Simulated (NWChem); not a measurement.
Species: formate (CHO2 anion); SMILES O=C[O-]

All runs: NWChem. All runs use the structure optimised with B3LYP/def2-SVPD. Level: B3LYP/def2-SVPD with COSMO at NWChem's default radii, gas-phase geometry; rows give the dielectric constant. Reactions with the solvent are ignored.

```tsv
dielectric constant	electrostatic solvation energy (kcal/mol)
1.5	-22.9
2.0	-34.5
2.4	-40.3
3.9	-51.6
20.7	[?]
```

Task: Complete the blanks.

Result: 
- 20.7, electrostatic solvation energy (kcal/mol): -66.4
